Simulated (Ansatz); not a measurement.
Molecule: CsCl, net charge 0, singlet state. 
Coordinates optimised at B3LYP-D3(BJ)/def2-TZVP (Ansatz, a program for electronic structure):
```
Cs
Cl 1 2.9596
```

Basis-set convergence of Hartree-Fock and CCSD correlation energies (hartree) with Ansatz. Valence correlation only, unless marked. No spin-orbit coupling. Frozen are the shells of the preceding noble gas and the d and f shells that filled before the atom's block. The outer core of K, Ca and their heavier congeners is not correlated, a term that matters for these elements. Past Kr the def2 sets carry scalar-relativistic core potentials.

| basis | functions | E(HF) | E(corr, CCSD) |
|---|---|---|---|
| def2-SVPD | 54 | -479.30653 | -0.16685 |
| def2-TZVPPD | 90 | -479.45530 | -0.21822 |
| def2-QZVPPD | 141 | -479.46839 | -0.23795 |

Extrapolating the two largest sets (X = 3 and 4) as X^-3: E(corr) = (64·(-0.23795) - 27·(-0.21822))/37 = -0.2523 Eh, an estimate of the basis-set limit. The largest set recovers 94.3 % of it, the smallest 66.1 %.
